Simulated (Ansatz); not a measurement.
C2H7Ga, SMILES `C[CH2][GaH2]`. Total charge 0; spin multiplicity 1. The geometry is a stationary point of PBE0-D4/def2-TZVP.

```xyz
10

C     0.574   -0.432    1.064
C    -0.518    0.361    0.341
Ga   -0.300    0.246   -1.622
H     0.461   -0.371    2.151
H     1.575   -0.059    0.827
H     0.553   -1.493    0.801
H    -1.503   -0.021    0.621
H    -0.480    1.410    0.647
H    -1.003   -0.898   -2.447
H     0.641    1.256   -2.383
```

Problem. What is the dipole moment at B3LYP/def2-TZVPP? (Estimate.)

Solution. Computed: 0.87 D, with components (-0.16, 0.09, 0.86) D in this frame, pointing from negative to positive charge.

Problem. And with PBE, r2SCAN, ωB97M-V? (An estimate is asked.)

Solution. Ansatz gave: PBE 0.92 D, r2SCAN 0.90 D, ωB97M-V 0.82 D.

Problem. Give the Mulliken charges with B3LYP, r2SCAN, PBE in def2-TZVPP. (An estimate is asked.)

Solution. Ansatz gave: 
```tsv
atom	B3LYP	r2SCAN	PBE
C1	-0.28	-0.15	-0.28
C2	-0.21	-0.17	-0.20
Ga3	0.21	0.24	0.15
H4	0.09	0.04	0.08
H5	0.09	0.05	0.09
H6	0.09	0.05	0.09
H7	0.08	0.05	0.08
H8	0.08	0.05	0.08
H9	-0.07	-0.08	-0.05
H10	-0.07	-0.08	-0.05
```

B3LYP here is the variant with VWN-RPA as its local correlation; programs differ in this.
